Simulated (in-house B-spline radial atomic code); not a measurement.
**RPA and G0W0 on B3LYP (VWN-RPA): C IV (C3+)**

Configuration [He] 2s1, highest spin, mean-field start B3LYP (VWN-RPA). Computed with an all-electron radial atomic-structure program (B-spline basis): all electrons, non-relativistic, point nucleus, each spin shell either full or empty, empty states to l = 9 with an (l + 1/2)⁻⁴ tail; G0W0 by contour deformation at full frequency.

RPA overbinds a lone outer s electron by self-correlation, and G0W0 tends to as well.

Command:
```bash
python run_gw.py task.json out
```
Settings (radii: box in bohr, nucleus in fm):
```
Z                        6
electrons                3
configuration            [He] 2s1
hamiltonian              nr
method                   b3lyp
lmax                     9
spin_polarised           True
box_radius               14.14
intervals                44
ion_configuration        1s2
```

Run time, properties included: 1.3 s on 1 thread of Arm Neoverse N1, on a shared host.

Energies (hartree):

| term | value |
| --- | --- |
| mean-field total | -34.78163 |
| Hartree-Fock functional on these orbitals | -34.72469 |
| direct second order | -0.14635 |
| second-order exchange | 0.095543 |
| SOSEX correction | 0.082636 |

(1) What is the RPA correlation energy, and what remains with SOSEX?

Quasi-particle levels (eV):

```tsv
level	occupied	mean field	Σx - vxc	Σc	QP weight	G0W0
2s up	yes	-59.13	-5.24	?	?	?
1s down	yes	-338.63	-26.92	3.87	0.875	-361.69
2s down	no	-51.99	6.79	-2.77	0.898	-47.97
```

G0W0 = mean field + (Σx - vxc) + Σc, with Σc (partial-wave tail included) taken at the quasi-particle energy. Levels of low weight are left out.

(2) Where does G0W0 put 2s up?

(3) What does it cost to remove one electron (to 1s2) by differences of total energies, each species on its own start (correlation terms add to the Hartree-Fock functional)?

## Answers

(1) RPA gives -0.13084 hartree (-1.19 eV per electron); RPA + SOSEX gives -0.048202, and the second-order doubles -0.050811 hartree (no singles). SOSEX takes back 63 % of the RPA value.

(2) At -65.70 eV, with Σc = -1.32 eV and a quasi-particle weight of 0.957. The tabulated removal energy is 64.494 eV (NIST, measured).

(3) B3LYP (VWN-RPA) 65.16 eV, Hartree-Fock functional 64.34 eV, + RPA 65.49 eV, + RPA + SOSEX 64.45 eV, + second order 64.46 eV. Tabulated: 64.494 eV (NIST, measured).
